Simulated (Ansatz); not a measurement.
CH4F2GeO, SMILES `C[O][GeH]([F])[F]`: the same geometry under several functionals.

```yaml
crystal:
  periodic: [false, false, false]
  atoms:
    - {symbol: C, position_ang: [0.048150, -1.394725, -0.171455]}
    - {symbol: O, position_ang: [-0.126431, -0.372558, 0.799590]}
    - {symbol: Ge, position_ang: [-0.059639, 1.304841, 0.352431]}
    - {symbol: F, position_ang: [-1.222767, 1.610057, -0.880263]}
    - {symbol: F, position_ang: [1.442455, 1.624550, -0.426775]}
    - {symbol: H, position_ang: [-0.036644, -2.349901, 0.347878]}
    - {symbol: H, position_ang: [1.033854, -1.335429, -0.641792]}
    - {symbol: H, position_ang: [-0.721919, -1.345427, -0.946678]}
    - {symbol: H, position_ang: [-0.268658, 2.212391, 1.549965]}
basis:
  gaussian: {orbitals: def2-TZVPP}
hamiltonian: {xc: hse06, dispersion: d4}
output: {orbitals: {seedname: orbitals}}
```

```sh
$ ansatz run in.yaml --threads 4 --pin off --events-out ev --progress --plain --max-ram 10444MiB
```

Shortened log:

```
Functional definition: HSE06
1280 factors; their error is unknown
100 factors; integrals over basis functions are off by at most 3.3e-7 eV
mean field evaluation 1: about -65083.3524 eV, gradient 6.9e1 eV
mean field evaluation 2: about -65069.3355 eV, gradient 1.2e2 eV
mean field evaluation 4: about -65091.0006 eV, gradient 6.2e0 eV
mean field evaluation 8: about -65091.3446 eV, gradient 3.8e-1 eV
mean field evaluation 16: about -65091.3447 eV, gradient 6.1e-5 eV
mean field -65091.34472666 eV, -2392.0627982065 hartree, gradient 6.1e-5 eV, S^2 0.000000; 0 other end points of the search recorded, 0 dependent functions left out
reference -65091.34476194 eV, -2392.0627995033 hartree; 34, 34 occupied and 194, 194 virtual orbitals, 1280 factors
Total energy: -65091.46905008 eV, -2392.0673670082 hartree
```

Run time 4.8 s (4 threads of an Arm Neoverse N1 on a shared host); peak host memory 0.6 GiB.

Changing it to `hamiltonian: {xc: pbe, dispersion: d4}` and forces (abridged; 3.5 s):

```
Functional definition: PBE
mean field evaluation 16: about -65090.1036 eV, gradient 5.7e-3 eV
mean field -65090.10357244 eV, -2392.0171866303 hartree, gradient 6.8e-5 eV, S^2 0.000000
Total energy: -65090.26285742 eV, -2392.0230402455 hartree
Atom 0 force     0.030485    -0.142122    -0.183135 eV/Å
Atom 1 force    -0.099281    -0.309711     0.593052 eV/Å
Atom 2 force    -0.081726     0.265867     0.473971 eV/Å
Atom 3 force    -0.526187     0.150775    -0.542182 eV/Å
Atom 4 force     0.673746     0.157527    -0.337174 eV/Å
Atom 5 force    -0.017203    -0.209239     0.106650 eV/Å
Atom 6 force     0.207980    -0.009808    -0.116067 eV/Å
Atom 7 force    -0.155822    -0.012914    -0.179521 eV/Å
Atom 8 force    -0.031992     0.109626     0.184405 eV/Å
Dipole moment:    -0.038191    -0.172848     0.234774 e Å
```

Changing it to `hamiltonian: {xc: {name: CAM-B3LYP}, dispersion: d4}` (abridged; 5.5 s):

```
Functional definition: CAM-B3LYP
mean field evaluation 16: about -65108.5425 eV, gradient 5.7e-5 eV
mean field -65108.54254254 eV, -2392.6948062831 hartree, gradient 5.7e-5 eV, S^2 0.000000
Total energy: -65108.67766187 eV, -2392.6997718270 hartree
```

The same input with `hamiltonian: {xc: {name: wB97X-V}}` (abridged; 12 s):

```
Functional definition: wB97X-V
mean field evaluation 16: about -65099.6284 eV, gradient 7.6e-5 eV
mean field -65099.62841925 eV, -2392.3672182943 hartree, gradient 7.6e-5 eV, S^2 0.000000
Total energy: -65099.62841754 eV, -2392.3672182318 hartree
```

Changing it to `hamiltonian: {xc: pbe0, dispersion: d4}` (abridged; 4.4 s):

```
Functional definition: PBE0
mean field evaluation 16: about -65091.6986 eV, gradient 4.0e-5 eV
mean field -65091.69861824 eV, -2392.0758034823 hartree, gradient 4.0e-5 eV, S^2 0.000000
Total energy: -65091.83241282 eV, -2392.0807203425 hartree
```

With the line `hamiltonian: {xc: {name: r2SCAN0}, dispersion: d4}` (abridged; 7.5 s):

```
Functional definition: r2SCAN0
mean field -65101.79653327 eV, -2392.4468950152 hartree, gradient 7.0e-5 eV, S^2 0.000000
Total energy: -65101.84167529 eV, -2392.4485539537 hartree
```

HSE06 is the plane-wave form, built on full-range PBE exchange.
